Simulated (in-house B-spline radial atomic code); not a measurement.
Configurations of In⁷⁺, with energies counted from [Kr] 4d6. Computed with a radial B-spline atomic code at the basis-set limit: Dirac-Hartree-Fock, average of configuration, Fermi nucleus of rms radius 4.6156 fm. Energies include first-order Breit, QED and recoil terms.

Occupations are held fixed; configurations that lie above the ionisation limit could autoionise.

```csv
configuration,E - E(ref) (eV),highest orbital,its <r> (bohr)
[Kr] 4d5 5s1,38.753,5s1/2,1.802
[Kr] 4d5 5g1,97.27,5g7/2,3.381
[Kr] 4d5 7s1,98.885,7s1/2,4.92
[Kr] 4d5 6g1,107.93,6g7/2,5.41
[Kr] 4d5 8f1,117.07,8f7/2,9.936
[Ar] 3d10 4s2 4p5 4d6 7s1,169.14,7s1/2,4.914
```

(1) Order these further configurations by energy, lowest first.
A. [Kr] 4d5 8p1
B. [Ar] 3d10 4s2 4p5 4d6 8s1
C. [Ar] 3d10 4s2 4p5 4d6 8f1
D. [Ar] 3d10 4s2 4p5 4d7
E. [Kr] 4d5 6p1

(2) How far above the reference does [Kr] 4d5 5f1 lie?

(3) How far above the reference does [Ar] 3d10 4s2 4p5 4d6 7g1 lie?

Answers

(1) D (70.077 eV), E (85.873 eV), A (110.76 eV), B (179.28 eV), C (187.33 eV).

(2) 90.595 eV; its least bound orbital is 5f7/2 with <r> = 3.103 bohr.

(3) 184.68 eV; its least bound orbital is 7g7/2 with <r> = 7.815 bohr.
